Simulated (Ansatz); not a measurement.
Si6Ge⁻, relaxed as a doublet with UKS PBE-D4/def2-SVPD in Ansatz, starting from the GFN2-xTB geometry. Force threshold 0.02 eV/Å.

The relaxation made no stability test and no search for a lower SCF solution. Another isomer (doublet) lies 0.96 eV lower at PBE0-D4/def2-TZVPD; other spin states weren't run for this one.

Start:

```
atom    x (Å)    y (Å)    z (Å)
 Si1   0.1208  -1.4535   1.0147
 Si2  -1.7346   2.7536  -0.1791
 Si3  -0.8328   1.0751  -1.3455
 Si4  -2.5334   0.7816   0.5006
 Si5   4.3029  -0.7991   0.1598
 Si6   2.2413  -1.2270   0.5225
 Ge7  -1.5643  -1.1307  -0.6730
```

Q: Estimate the energy that the relaxation releases and the steps that it takes.

A: 56.4 kcal/mol, in 19 steps; 99 s on 4 threads of Intel Xeon Platinum 8175M on a shared host. The force fell under the threshold at step 18, but the optimiser went on. No frequencies were taken in this run, so the end may be a saddle point.

Q: Does the start keep its bonding?

A: Bonds formed: Si1–Si2, Si1–Si3, Si1–Si4, Si2–Si6, Si3–Si6 (atoms count from 1).

Q: Predict the relaxed structure.

A: 
Cartesian coordinates in Å:
```
Si -0.5298 -0.8316 1.0689
Si -0.0973 1.7024 0.6503
Si -0.3742 0.1255 -1.4000
Si -2.2295 0.7889 0.1659
Si 3.7406 -0.0145 0.2310
Si 1.5365 -0.1801 0.0297
Ge -2.0462 -1.5906 -0.7458
```
Bond lengths: 10 × Si–Si 2.22 to 2.65 Å; 3 × Ge–Si 2.48 to 2.55 Å.
